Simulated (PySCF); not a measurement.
# Structure from 2D NMR

Compound of formula C4H11BO2. Correlations simulated from computed shifts and couplings:

HSQC (one-bond C–H):
```tsv
δH	δC	¹J(C,H) (Hz)
3.40	68.9	144
1.57	27.6	133
0.87	10.9	132
0.28	-4.0	125
```

COSY cross peaks (|J| ≥ 2 Hz):
```tsv
δH	δH	abs. J (Hz)	bonds
3.40	1.57	8.3	3
1.57	0.87	8.5	3
```

HMBC (two and three bonds, |J| ≥ 2.5 Hz):
```tsv
δH	δC [abs. J in Hz]
1.57	68.9 [6.2], 10.9 [3.6]
0.87	68.9 [7.6], 27.6 [3.5]
```

[PySCF: PBE0-D3(BJ)/def2-SVP geometry; couplings computed with B3LYP/pcJ-1 (spin–dipole term only in couplings to heteroatoms); shieldings: GIAO PBE0/pcSseg-1; non-relativistic; one conformer; isolated molecule; fast rotation and ring inversion assumed for equivalent nuclei]

δ = σ(ref) − σ, references computed at the same level: ¹H (31.27 ppm) and ¹³C (184.41 ppm) vs TMS.

Exchangeable hydrogens are left out of these lists, and C,H couplings along chains are those of one rotamer, so weak HMBC peaks may be missing or extra.

**Question.** Which molecule is this?

**Answer.** `CCCOB(C)O`.

Structure with atom numbers: `[CH3:1][CH2:2][CH2:3][O:4][B:5]([CH3:6])[OH:7]`. Each H is labelled by its parent atom.

- δC 68.9 is C3, an sp3 CH2 bonded to O (δH 3.40).
- δC 27.6 is C2, an sp3 CH2 (δH 1.57).
- δC 10.9 is C1, a methyl carbon (δH 0.87).
- δC -4.0 is C6, a methyl carbon bonded to B (δH 0.28).
- COSY links 3.40–1.57, 1.57–0.87.

The shifts were computed for this structure.

OH/NH shifts are gas-phase values; hydrogen bonding in solution moves them, usually downfield. A carbon bonded to boron is broadened by the quadrupolar boron nucleus and is often missing from a measured spectrum. Unscaled 3J(H,H) at this level run about 10 % above measured values. Shifts are as computed. Against solution values, carbons near 30 ppm lie about +2 ppm off and those near 130 ppm about +5 ppm. Of 1313 compounds with measured shifts, 239 miss one by over three times the rms of a fit or turn the order of signals round; such compounds aren't used in these exercises. Chain 3J(H,H) values assume equally populated staggered rotamers: (2 J gauche + J anti)/3.
